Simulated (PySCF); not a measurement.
Al(All)(F)(OH) (C3H6AlFO), SMILES [F][Al]([CH2]C=C)[OH].

Geometry optimised at PBE0-D3(BJ)/def2-SVP. The structure was generated by enumeration; whether it is a known compound was not checked. Other conformers were not sampled.

These are TDA-PBE/def2-SVPD in PySCF values and carry that method's errors.

Vertical excitations. Isolated molecule, no solvent.

```json
[
 {"state": "S1", "energy (eV)": "4.83", "λ (nm)": "256", "f": "0.047", "main pairs": "HOMO→LUMO 60 %, HOMO→LUMO+1 38 %"},
 {"state": "S2", "energy (eV)": "5.97", "λ (nm)": "208", "f": "0.225", "main pairs": "HOMO→LUMO+1 38 %, HOMO→LUMO 23 %, HOMO→LUMO+2 22 %"},
 {"state": "S3", "energy (eV)": "6.16", "λ (nm)": "201", "f": "0.021", "main pairs": "HOMO→LUMO+2 68 %"},
 {"state": "S4", "energy (eV)": "6.24", "λ (nm)": "199", "f": "0.036", "main pairs": "HOMO−1→LUMO 87 %"},
 {"state": "S5", "energy (eV)": "6.47", "λ (nm)": "192", "f": "0.014", "main pairs": "HOMO→LUMO+3 96 %"},
 {"state": "S6", "energy (eV)": "6.51", "λ (nm)": "190", "f": "0.020", "main pairs": "HOMO−2→LUMO 76 %"},
 {"state": "S7", "energy (eV)": "6.79", "λ (nm)": "183", "f": "0.024", "main pairs": "HOMO→LUMO+4 84 %"},
 {"state": "S8", "energy (eV)": "6.83", "λ (nm)": "181", "f": "0.064", "main pairs": "HOMO−1→LUMO+1 88 %"},
 {"state": "S9", "energy (eV)": "6.98", "λ (nm)": "178", "f": "0.059", "main pairs": "HOMO−3→LUMO 54 %, HOMO−2→LUMO+1 13 %, HOMO→LUMO+5 9 %"},
 {"state": "S10", "energy (eV)": "7.13", "λ (nm)": "174", "f": "0.017", "main pairs": "HOMO→LUMO+5 62 %, HOMO−2→LUMO+1 29 %"},
 {"state": "T1", "energy (eV)": "3.81", "λ (nm)": "325", "f": "0", "main pairs": "HOMO→LUMO 88 %"},
 {"state": "T2", "energy (eV)": "4.76", "λ (nm)": "261", "f": "0", "main pairs": "HOMO→LUMO+1 88 %"},
 {"state": "T3", "energy (eV)": "5.75", "λ (nm)": "216", "f": "0", "main pairs": "HOMO→LUMO+2 90 %"},
 {"state": "T4", "energy (eV)": "5.96", "λ (nm)": "208", "f": "0", "main pairs": "HOMO−1→LUMO 93 %"}
]
```
Triplets are in the Tamm–Dancoff approximation.
